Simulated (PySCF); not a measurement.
SMILES c1(C=C)sc(cc1)C=O at its GFN2-xTB optimised geometry (Å):

```
15

C     -0.1713     2.8454    -0.0001
C      0.7725     1.9079    -0.0001
C      0.5229     0.4915     0.0000
C      1.4782    -0.5049     0.0000
C      0.9340    -1.7883     0.0000
C     -0.4452    -1.7883     0.0000
C     -1.3272    -2.9274     0.0000
O     -2.5343    -2.8883     0.0001
S     -1.0754    -0.1708     0.0000
H     -1.2178     2.5886    -0.0001
H      0.0729     3.8927    -0.0002
H      1.8195     2.1833    -0.0001
H      2.5343    -0.3000     0.0000
H      1.5175    -2.6920     0.0000
H     -0.7803    -3.8927     0.0001
```

Level of theory: CAM-B3LYP/def2-TZVP (PySCF 2.14.0).

Map of the HOMO−1 amplitude (bohr^(-3/2)) on the plane z = 0.8 Å; orbital energy -9.00 eV, overall sign arbitrary:

```
|-------------------------|
|-------------------------|
|-------------------------|
|-------------------------|
|-------------------------|
|-------------------------|
|-------------------------|
|-------------------------|
|-------------------------|
|--------====-------------|
|-------===+==------------|
|-------=+*#*=-:::--------|
|------==+%@#+-..::-------|
|------==+%@#=:. .:-------|
|-------=+**+=:  .:-------|
|-------===+=-. .:--------|
|---------==-:. .:--------|
|-------------:::---------|
|-------------------------|
|-------------------------|
|-------------------------|
|-------------------------|
|-------------------------|
|-------------------------|
|-------------------------|
```
Scale: ten equal steps from -0.102 (start of ' ') to 0.171 (end of '@'), in the order ' .:-=+*#%@'; x runs from -6.00 to 6.00, y from -6.00 (bottom) to 6.00 (top).
